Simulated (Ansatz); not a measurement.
System: KCl, charge 0, multiplicity 1. SMILES: [Cl][K]
Geometry: optimised at B3LYP-D3(BJ)/def2-TZVP (Ansatz, an electronic-structure program).

Quantity: atomisation energy (electronic, to ground-state atoms), in eV. Valence correlation only, unless marked. Open shells are spin-unrestricted. Spin-orbit coupling is left out. The frozen core is the preceding noble-gas configuration, with the filled d and f shells of earlier blocks. The outer core of K, Ca and their heavier congeners is not correlated, a term that matters for these elements. No relativistic terms. CBS marks a two-point X^-3 extrapolation of the correlation energy; Hartree-Fock from the larger set. The bracket is a focal-point correction in the basis named.

| level | program | atomisation energy (eV) |
|---|---|---|
| BLYP-D3(BJ)/def2-TZVPD | Ansatz + dftd3 | 4.18 |
| B3LYP-D3(BJ)/def2-TZVPD | Ansatz + dftd3 | 4.23 |
| r2SCANh-D4/def2-TZVPD | Ansatz + dftd4 | 4.37 |
| B2GP-PLYP-D3(BJ)/def2-TZVPD | Ansatz + dftd3 | 4.33 |
| MP2/CBS(def2-TZVPP,def2-QZVPP) | Ansatz | 4.62 |
| RI-MP2/def2-TZVPP | Ansatz | 4.31 |
| CCSD/6-31G | Ansatz | 3.76 |
| CCSD(T)/STO-3G | Ansatz | 3.41 |
| RI-MP2/CBS(def2-TZVPPD,def2-QZVPPD)+[CCSD(T)-MP2]/def2-SVPD | Ansatz | 4.49 |
